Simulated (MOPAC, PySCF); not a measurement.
C8H20Sn, SMILES `C[CH2][Sn]([CH2]C)([CH2]C)[CH2]C`, neutral singlet in the gas phase. 

Z-matrix (Å, degrees):
```
Sn
C 1 2.1893
H 2 1.1026 1 107.06
H 2 1.1027 3 106.37 1 -115.00
C 2 1.5304 3 110.80 4 -120.75
H 5 1.1025 2 111.74 3 177.66
H 5 1.1029 6 106.96 2 -122.58
H 5 1.1043 6 106.98 7 -114.39
C 1 2.1893 2 107.24 3 65.38
H 9 1.1026 1 107.03 2 65.19
H 9 1.1026 10 106.37 1 -114.99
C 9 1.5304 10 110.80 11 -120.76
H 12 1.1025 9 111.74 10 177.63
H 12 1.1029 13 106.96 9 -122.57
H 12 1.1043 13 106.98 14 -114.39
C 1 2.1898 2 108.93 3 -54.15
H 16 1.1026 1 107.26 2 -83.99
H 16 1.1027 17 106.41 1 114.61
C 16 1.5307 17 110.80 18 120.73
H 19 1.1024 16 111.72 17 61.27
H 19 1.1024 20 106.90 16 -122.69
H 19 1.1043 20 107.07 21 -114.42
C 1 2.1898 2 110.41 3 -176.10
H 23 1.1026 1 107.27 2 158.44
H 23 1.1027 24 106.41 1 114.62
C 23 1.5307 24 110.80 25 120.72
H 26 1.1024 23 111.72 24 61.27
H 26 1.1024 27 106.89 23 -122.69
H 26 1.1043 27 107.07 28 -114.42
```
Charge 0, multiplicity 1.

All levels are single points at this geometry (B3LYP-D3(BJ)/def2-SVP); Pople sets use spherical d functions. Orbital energies aren't observables, and empty levels follow the basis.

AM1 in MOPAC gives gap (eV) = 8.94.

Question: Estimate the gap (eV) from each of these levels: B3LYP-D3(BJ)/def2-TZVP in PySCF; PBE-D3(BJ)/def2-TZVP in PySCF; BP86/6-31G* (LANL2DZ on Sn) in PySCF; M06-2X/6-31G* (LANL2DZ on Sn) in PySCF; PBE/6-31G* (LANL2DZ on Sn) in PySCF; SVWN5/6-31G* (LANL2DZ on Sn) in PySCF; PM3 in MOPAC; PM7 in MOPAC.

Answer: 
```tsv
level	gap (eV)
B3LYP-D3(BJ)/def2-TZVP in PySCF	7.02
PBE-D3(BJ)/def2-TZVP in PySCF	5.56
BP86/6-31G* (LANL2DZ on Sn) in PySCF	6.36
M06-2X/6-31G* (LANL2DZ on Sn) in PySCF	10.14
PBE/6-31G* (LANL2DZ on Sn) in PySCF	6.33
SVWN5/6-31G* (LANL2DZ on Sn) in PySCF	6.18
PM3 in MOPAC	9.94
PM7 in MOPAC	11.24
```
